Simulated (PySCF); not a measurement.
# A ladder for the electron affinity of Ga

Ga⁻ [Ar] 3d10 4s2 4p2 (3P) → Ga [Ar] 3d10 4s2 4p1 (2P). Scalar values calculated with PySCF 2.14 in aug-cc-pVQZ-DK (spin-free X2C; valence: [Ar] 3d10 frozen). The spin-orbit shift comes from two-component X2C-1e calculations (generalised Hartree-Fock, GHF, and MP2 on its spinors, GMP2) in x2c-TZVPall-2c with one added diffuse shell each of s, p, d type: GMP2 gives 0.258 eV without and 0.217 eV with screened spin-orbit coupling, a shift of -0.041 eV (GHF: -0.041 eV). Sums use unrounded values; where a UHF row is shifted, it takes the GHF shift.

```tsv
method	scalar (eV)	plus spin-orbit shift (eV)	error (eV)
UHF	-0.065	-0.106	-0.407
LDA	0.585	0.544	0.243
PBE	0.491	0.450	0.149
PBE0	0.420	0.379	0.078
r2SCAN	0.506	0.465	0.164
BHandHLYP	0.206	0.165	-0.136
wB97X-V	0.148	0.107	-0.195
r2SCANh	0.487	0.446	0.145
TPSSh	0.384	0.343	0.042
MP2 (valence)	0.265	0.224	-0.077
SCS-MP2 (valence)	0.162	0.121	-0.181
CCSD (valence)	0.281	0.240	-0.061
CCSD(T) (valence)	0.325	0.284	-0.017
```

Reference: 0.301 eV (measured; photodetachment measurements, as compiled on the Wikipedia data page of electron affinities).

The errors of the correlated levels include the incompleteness of the basis and the frozen core, so a lower level can come closer by cancellation.

A first-order Landé estimate from the scalar orbitals gives -0.025 eV instead; single two-component determinants are not pure J levels in LS coupling, so the shift is uncertain by about that difference.
